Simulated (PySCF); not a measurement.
ZnH, SMILES [ZnH+] (connectivity only; charge and spin as stated), charge +1, multiplicity 1. Atoms are numbered in the order given.

```xyz
2

Zn     0.0000     0.0000    -0.0496
H      0.0000     0.0000     1.4894
```
Charge +1, spin multiplicity 1.

Geometry: PBE-D3(BJ)/def2-TZVPD. The multiplicity is an assumed one; other spin states were not compared.

Level of theory: PySCF with CAM-B3LYP/def2-TZVPD.

Mulliken values depend strongly on the basis, most of all with diffuse functions as here. ESP charges are fitted to the potential on shells at 1.4 to 2.0 van der Waals radii. Atomic charges (e):

```csv
atom,Mulliken,ESP fit,meta-Löwdin
Zn1,0.70,(withheld),1.06
H2,0.30,(withheld),-0.06
```

**Question.** Complete the blanks. (An estimate is asked for; the answer gives what the named calculation found.)

**Answer.** 
- Zn1, ESP fit: 1.16
- H2, ESP fit: -0.16
